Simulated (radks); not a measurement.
Results of a calculation; reference values are marked as such.
Problem. The table gives one normalised radial function P(r) = r R(r) (large component) of Li2+ in 1s1 (r in bohr). Level of theory: Dirac Kohn-Sham, Wu-Cohen GGA, spin-unpolarised, spherical densities, finite nucleus; Fermi nuclear charge, rms radius 2.444 fm (a radial shooting solver on a logarithmic mesh with Libxc functionals).

| r | P |
|---|---|
| 0.02869 | 0.2690 |
| 0.03083 | 0.2872 |
| 0.0334 | 0.3087 |
| 0.0359 | 0.3293 |
| 0.03889 | 0.3535 |
| 0.04179 | 0.3765 |
| 0.04527 | 0.4036 |
| 0.04865 | 0.4293 |
| 0.0527 | 0.4594 |
| 0.05664 | 0.4879 |
| 0.06135 | 0.5210 |
| 0.06593 | 0.5522 |
| 0.07142 | 0.5883 |
| 0.07676 | 0.6221 |
| 0.08315 | 0.6611 |
| 0.09007 | 0.7013 |
| 0.0968 | 0.7385 |
| 0.1049 | 0.7808 |
| 0.1127 | 0.8195 |
| 0.1221 | 0.8629 |
| 0.1312 | 0.9022 |
| 0.1421 | 0.9458 |
| 0.1527 | 0.9844 |
| 0.1654 | 1.0264 |
| 0.1778 | 1.0629 |
| 0.1926 | 1.1014 |
| 0.207 | 1.1337 |
| 0.2242 | 1.1664 |
| 0.241 | 1.1924 |
| 0.261 | 1.2166 |
| 0.2805 | 1.2338 |
| 0.3039 | 1.2469 |
| 0.3266 | 1.2528 |
| 0.3538 | 1.2521 |
| 0.3802 | 1.2446 |
| 0.4118 | 1.2281 |
| 0.4461 | 1.2027 |
| 0.4794 | 1.1721 |
| 0.5194 | 1.1295 |
| 0.5582 | 1.0837 |
| 0.6046 | 1.0250 |
| 0.6498 | 0.9658 |
| 0.7039 | 0.8939 |
| 0.7564 | 0.8248 |
| 0.8195 | 0.7447 |
| 0.8806 | 0.6710 |
| 0.954 | 0.5890 |
| 1.025 | 0.5165 |
| 1.111 | 0.4388 |
| 1.193 | 0.3728 |
| 1.293 | 0.3049 |
| 1.389 | 0.2495 |
| 1.505 | 0.1951 |
| 1.617 | 0.1528 |
| 1.752 | 0.1133 |
| 1.883 | 0.0843 |
| 2.04 | 0.0588 |

Which n and l does it have? It may be an empty orbital.

Solution. n = 1, l = 0: the number of nodes gives n - l - 1 = 0, the rise at small r points to l (this Dirac orbital starts outside the nucleus as r^gamma with gamma = sqrt((l + 1)^2 - (Z/c)^2) = 1.00; the j = 1/2 orbital of l + 1 starts with the same power, but with a smaller coefficient, and then steepens), and the extent must fit the shell. The curve is that of 1s1/2. 1s1/2: eigenvalue -98.471 eV, 0 radial nodes, <r> = 0.516 bohr, 90 % of the charge inside 0.921 bohr.
